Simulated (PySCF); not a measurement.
Worked example: chemical shift, span and skew from a shielding tensor

CH₅FSSi, SMILES CS[SiH2]F. Atoms are numbered in the order given.

```xyz
9

Si     1.0909    -0.1660    -0.1259
F      1.0871     0.6108    -1.5598
S     -0.6536     0.2632     1.0111
C     -1.9122    -0.6196    -0.0043
H      1.1665    -1.6145    -0.4504
H      2.2435     0.3145     0.6739
H     -2.8732    -0.4991     0.5130
H     -1.9861    -0.1772    -1.0068
H     -1.6770    -1.6907    -0.0807
```

The structure is a stationary point at B3LYP-D3(BJ)/def2-SVP. Other conformers were not sampled.

GIAO shieldings from PBE0/pcSseg-1 run with PySCF, non-relativistic, no solvent. The symmetric part of the tensor of C4 has the principal values 153.4, 163.4, 189.4 ppm. The same nucleus in TMS has σ = 186.3 ppm at this level (PySCF, at its B3LYP-D3(BJ)/def2-TZVP geometry).

### Question
Work out the isotropic shielding, the ¹³C shift against TMS, the span and the skew.

### Answer

σ(iso) = (σ11 + σ22 + σ33)/3 = 168.7 ppm. δ = σ(ref) − σ(iso) = 186.3 − (168.7) = 17.6 ppm.
Span Ω = σ33 − σ11 = 36.0 ppm. Skew κ = 3(σ(iso) − σ22)/Ω = 0.44. Tumbling in solution averages the tensor to δ; in a static solid the shielding alone would spread this spin-1/2 line over Ω.
